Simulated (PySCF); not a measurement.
Oscillator strengths, rates and cross-sections

C₅H₆ClNSi.
SMILES with atom numbers: `[H]/[N:8]=[CH:7]\[C:5]([Si@@H:3]([C:2]#[CH:1])[Cl:4])=[CH2:6]` (hydrogens: H9 on C1; H10 on Si3; H11, H12 on C6; H13 on C7; H14 on N8)

Method used: PySCF 2.14.0, density-fitted response routines, TDDFT PBE0/def2-SVPD, vertical, gas phase, core orbitals frozen in the response. Isolated species at its GFN2-xTB geometry (one conformer only). Torsions of this conformer, `[H]/[N:8]=[CH:7]\[C:5]([Si@@H:3]([C:2]#[CH:1])[Cl:4])=[CH2:6]`: C2–Si3–C5–C6 5°, Si3–C5–C7–N8 -142°.

Computed singlets with f of 0.002 or more:

```csv
state,ν̃ (cm⁻¹),f
S3,47690,0.086
S4,48530,0.015
S5,49340,0.011
S6,49720,0.012
S7,50770,0.018
S8,51490,0.021
```

Question: Give A, τ, |μ| and ∫σ dE for each state.

Answer: Relations used (vacuum, state to state): A = 0.6670 f ν̃² s⁻¹ (ν̃ in cm⁻¹); τ = 1/A; f = (2/3) ΔE |μ|² in atomic units; ∫σ dE = 109.76 f Mb·eV.

| state | A (s⁻¹) | τ | \|μ\| (D) | ∫σ dE (Mb·eV) |
| --- | --- | --- | --- | --- |
| S3 | 1.3×10⁸ | 7.7 ns | 1.95 | 9.4 |
| S4 | 2.4×10⁷ | 42 ns | 0.82 | 1.7 |
| S5 | 1.8×10⁷ | 56 ns | 0.69 | 1.2 |
| S6 | 2.0×10⁷ | 50 ns | 0.72 | 1.3 |
| S7 | 3.1×10⁷ | 32 ns | 0.87 | 2 |
| S8 | 3.8×10⁷ | 27 ns | 0.94 | 2.3 |

Leading configurations: S3 H-1→L (69%); S4 H-2→L+1 (29%); S5 H-2→L (41%); S6 H-3→L (41%); S7 H-3→L (38%); S8 H-1→L+1 (26%) (H = HOMO, L = LUMO).

The rates are for emission to S0 at the absorption energy, with no other channel.

Question: What is the integrated cross-section of all computed states together?

Answer: Σf = 0.166 over S1 to S8, so 109.76 × Σf ≈ 18.2 Mb·eV.

Question: By what factor does the largest A in the list exceed the smallest?

Answer: S3 has 7.2 times the rate of S5.

Question: How much energy does a mole of photons resonant with S3 carry?

Answer: 5.913 eV × 96.485 = 571 kJ/mol (136 kcal/mol).
